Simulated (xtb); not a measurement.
Cl₂HOTi, SMILES [Cl][Ti+]([OH])[Cl], charge +1, multiplicity 1. All values are semi-empirical tight-binding results from xtb (GFN2-xTB unless named), good for trends rather than for accurate numbers. The structure is a stationary point at GFN2-xTB. The spin state was assumed, not searched. The isomer is the one that the SMILES or the coordinates give; other isomers of the formula were not compared. Other conformers were not sampled.

Optimised geometry:

```xyz
5

Ti    -0.4288     0.4092     0.0000
Cl     0.1602    -0.7790     1.6443
Cl     0.1602    -0.7790    -1.6443
O      0.3890     1.8493     0.0000
H      0.8735     2.6894     0.0000
```
Charge +1, spin multiplicity 1.

For metal compounds this method's bond lengths and energies can be far off.

Computed properties:
```json
{
  "point_group_as_xtb_finds_it": "Cs",
  "orbital_gap": "2.19 eV",
  "zero_point_energy": "9.1 kcal/mol",
  "G − E(el) at 298.15 K (modified RRHO)": "-10.4 kcal/mol"
}
```

Computed atomic charges and the Wiberg bond orders between heavy atoms:
charges (e) Ti1 1.07, Cl2 -0.01, Cl3 -0.01, O4 -0.48, H5 0.42. Bond orders Ti1–Cl2 1.47, Ti1–Cl3 1.47, Ti1–O4 1.41.
